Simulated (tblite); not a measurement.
C5H6O2S2.
Atom-mapped SMILES: `[O:1]=[CH:2][O:3][CH:4]=[C:5]1[S:6][CH2:7][CH2:8][S:9]1` (hydrogens: H10 on C2; H11 on C4; H12, H13 on C7; H14, H15 on C8)

The geometry is computed with GFN2-xTB (gas phase).

(1) List the bond lengths, angles and torsions at this level.

Answers

(1) 
| bond | length (Å) | order |
| --- | --- | --- |
| O1=C2 | 1.196 | double |
| C2–O3 | 1.327 | single |
| O3–C4 | 1.380 | single |
| C4=C5 | 1.334 | double |
| C5–S6 | 1.759 | single |
| S6–C7 | 1.828 | single |
| C7–C8 | 1.510 | single |
| C8–S9 | 1.829 | single |
| C5–S9 | 1.762 | single |
| C2–H10 | 1.102 | single |
| C4–H11 | 1.080 | single |
| C7–H12, C7–H13 | 1.090 | single |
| C8–H14, C8–H15 | 1.090 | single |

Bonds in one row agree within 0.01 Å and their mean is given. Orders are formal, as drawn. A selection of angles:
| angle | degrees |
| --- | --- |
| O1–C2–O3 | 126.9 |
| C2–O3–C4 | 118.3 |
| O3–C4–C5 | 120.2 |
| C4–C5–S6 | 121.7 |
| C4–C5–S9 | 122.8 |
| S6–C5–S9 | 115.4 |
| C5–S6–C7 | 94.1 |
| S6–C7–C8 | 107.0 |
| C7–C8–S9 | 107.4 |
| C5–S9–C8 | 94.7 |

Torsions: O1–C2–O3–C4 0° (synperiplanar); C2–O3–C4–C5 179° (antiperiplanar); O3–C4–C5–S6 178° (antiperiplanar); C4–C5–S6–C7 164° (antiperiplanar); C5–S6–C7–C8 39° (synclinal); S6–C7–C8–S9 -50° (synclinal); C7–C8–S9–C5 35° (synclinal); C4–C5–S9–C8 172° (antiperiplanar). The mirror-image conformer, all signs reversed, is as good.

O3 (ester single-bonded oxygen) is bent (angle 118.3°). S6 (sulfide sulfur) is bent (angle 94.1°). The 5-membered ring C5–S6–C7–C8–S9 has internal angles of 94.1° to 115.4°; it is puckered, 0.22 Å rms from its mean plane, widest ring torsion 50°. The C–S distances run from 1.759 Å (C5–S6, drawn single) to 1.829 Å (C8–S9, drawn single), a spread of 0.070 Å. S9 (sulfide sulfur) is bent (angle 94.7°). The 2 C–C bonds span 1.334 Å (C4=C5, drawn double) to 1.510 Å (C7–C8, drawn single), a spread of 0.176 Å. Of the pairs four or more bonds apart, O1···H11 is among the closest relative to their van der Waals radii: 2.37 Å, 87 % of the sum of Bondi's values.

Point group: C1 (no symmetry element, even within 0.4 Å). Its GFN2-xTB frequencies are all real (lowest 40 cm⁻¹). The numbers are those of one conformer. 3 starts were optimised and ended at 0.00, 1.02 and 1.02 kcal/mol (GFN2-xTB); the lowest of these is shown.
